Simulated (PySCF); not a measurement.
Molecule: C₄H₁₁Cl₃GeSi, SMILES C[Si](C)(C)[CH2][Ge]([Cl])([Cl])[Cl]. Atoms near the plane z = 0.8 Å, at the GFN2-xTB optimised geometry (x, y, z in Å): Si1 (-1.6, 0.5, 0.0), C3 (-2.1, 2.4, 0.0), C4 (-2.2, -0.3, 1.6), C5 (0.3, 0.5, 0.0), Cl7 (0.3, -2.9, 0.3), Cl8 (3.2, -1.2, 0.0), H14 (-3.2, 2.5, 0.1), H15 (-1.7, 2.9, 0.8), H16 (-1.8, -1.3, 1.6), H18 (-3.3, -0.4, 1.6), H19 (0.7, 0.8, 1.0).

Calculation: PBE0/def2-SVP run with PySCF. The values are rescaled to run from 0 to 1.

```
|555555555555555555555555555|
|555555555555555555555555555|
|555555555555555555555555555|
|555555555555555555555555555|
|555555555555555555555555555|
|555555555555555555555555555|
|555555554055555555555555555|
|555555554355555555555555555|
|555555555555555555555555555|
|555555555555555555555555555|
|555555555555555555555555555|
|555555555555552255555555555|
|555555554555554455555555555|
|555555554455555555555555555|
|555555554555555555555555555|
|555555555555555555555555555|
|555555555555555555554455555|
|555555555555555555555555555|
|555555555555555555555555555|
|555555555555522455555555555|
|555555555555569355555555555|
|555555555555533555555555555|
|555555555555555555555555555|
|555555555555555555555555555|
|555555555555555555555555555|
|555555555555555555555555555|
|555555555555555555555555555|
```
Scale: ten equal steps from 0.000 (start of '0') to 1.00 (end of '9'), in the order '0123456789'; x runs from -5.50 to 5.50, y from -5.50 (bottom) to 5.50 (top).

### Question
Which quantity is mapped?
A. Laplacian of the electron density
B. deformation density (molecule minus spherical neutral atoms)
C. electrostatic potential
D. an orbital amplitude

### Answer
A, Laplacian of the electron density. In full: Laplacian of the electron density (e/bohr⁵), clipped to [-1.50, 1.50].
